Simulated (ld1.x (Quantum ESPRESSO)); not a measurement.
# Scattering properties, RRKJ potential for Os

- Element: osmium (Os)
- Generator: ld1.x (Quantum ESPRESSO) 7.5
- Type: norm-conserving RRKJ (Kleinman–Bylander form)
- Functional: PBEsol
- Relativity: scalar-relativistic
- Frozen core: [Kr] 4d10 4f14
- Valence charge: 16
- Reference configuration: 5s2 5p6 5d6 6s0 6p0 (charge +2)
- Partial waves: 5s (bound): rc 1.45 bohr; 5d (bound): rc 1.75 bohr; 5p (bound): rc 1.55 bohr
- Local potential: the p channel
- Core correction: none
- rho0: 0.02

The phase is arctan(r·u′/u) with u = r·R(r), unwrapped; energies in Ry, scanned from -10 to 5 Ry. A pole is an energy at which the radial function vanishes at the test radius. The pseudo phase is shifted by a multiple of π to meet the all-electron one at the reference energy, and phase errors are pseudo minus all-electron; the curves can meet again beyond the range given. Levels narrower than the energy grid can be missing from the lists of poles.

```
channel  radius (bohr)  reference energy (Ry)  poles, all-electron  poles, pseudo  unbroken range about the reference energy with phases within 0.05 rad  phase error 1 Ry above the reference energy (rad)
      s           1.89                  -7.99                -7.68   -8.78, -7.67                                                           -8.2 to -2.5                                             +0.009
      p           1.89                  -5.00                -4.27          -4.28                                                              below 0.0                                             -0.002
      d           1.89                  -1.69                 0.38           0.38                                                        the whole range                                             +0.000
```

Note: ghost state, extra bound levels that the all-electron valence spectrum of the same l lacks: s at -119.9 eV. A true bound ghost makes a file unfit for plane-wave use.

Phases in the d channel:

```
E (Ry)  all-electron  pseudo
-10.00         1.382   1.382
 -9.52         1.376   1.376
 -9.04         1.369   1.369
 -8.56         1.361   1.361
 -8.08         1.352   1.352
 -7.60         1.342   1.342
 -7.12         1.330   1.330
 -6.64         1.316   1.316
 -6.16         1.299   1.300
 -5.68         1.279   1.279
 -5.20         1.253   1.253
 -4.72         1.219   1.219
 -4.24         1.172   1.172
 -3.76         1.102   1.102
 -3.28         0.985   0.985
 -2.80         0.759   0.759
 -2.32         0.242   0.242
 -1.84        -0.601  -0.601
 -1.36        -1.114  -1.114
 -0.88        -1.341  -1.341
 -0.40        -1.460  -1.460
  0.08        -1.536  -1.535
  0.56        -1.589  -1.589
  1.04        -1.632  -1.632
  1.52        -1.669  -1.668
  2.00        -1.703  -1.703
  2.48        -1.738  -1.737
  2.96        -1.774  -1.774
  3.44        -1.817  -1.816
  3.92        -1.867  -1.867
  4.40        -1.933  -1.933
  4.88        -2.025  -2.025
```
